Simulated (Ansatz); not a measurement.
Born–Oppenheimer molecular dynamics of Cl$_{4}$GeHO (7 atoms, charge 0, multiplicity 2). It starts at the highest image of a converged band. Of that band: A structure lower than the first end lies on the path between it and the top, so the climb from that side starts below the end, which may itself be a saddle point or a shallow side well. Neighbouring images differ by up to 2.2 eV, so the band resolves the path poorly. A vibrational analysis at the climbing image gives no mode beyond 40i cm⁻¹: the surface is too flat there to confirm a saddle point.

Theory: Ansatz, UHF/def2-SVP.

| Quantity | Value |
| --- | --- |
| ensemble | NVE (velocity Verlet) |
| time step | 0.5 fs |
| steps asked | 199 |
| starting velocities drawn for | 300 K |
| seed | 7186 |

First frame:

```xyz
7
Properties=species:S:1:pos:R:3
Ge -0.124 0.413 0.045
Cl 1.035 -0.261 4.403
Cl 1.833 0.146 -0.817
Cl -1.406 1.327 -1.427
Cl -0.927 -1.556 0.474
O -0.260 -0.009 3.378
H -0.662 -0.862 3.253
```

Q: How far do the bonds stretch over the last three quarters of this one trajectory? (Pairs bonded in most of those frames.)

A: 
```csv
bond,mean (Å),spread (Å),shortest,longest
Ge1–Cl3,2.155,0.036,2.10,2.20
Ge1–Cl4,2.156,0.023,2.12,2.19
Ge1–Cl5,2.177,0.003,2.17,2.18
Cl2–O6,1.670,0.003,1.66,1.67
O6–H7,0.951,0.004,0.94,0.96
```

Mean temperature of the second half: 197 K. The conserved energy stayed within 0.024 meV per atom of its start (net change 0.017 meV per atom), so the integration is sound. A run of 0.1 ps of so small a system gives no equilibrium averages.

Time of the run: 8.6 min on 4 threads of Arm Neoverse V1, with other jobs on the host, peak memory 0.54 GiB.
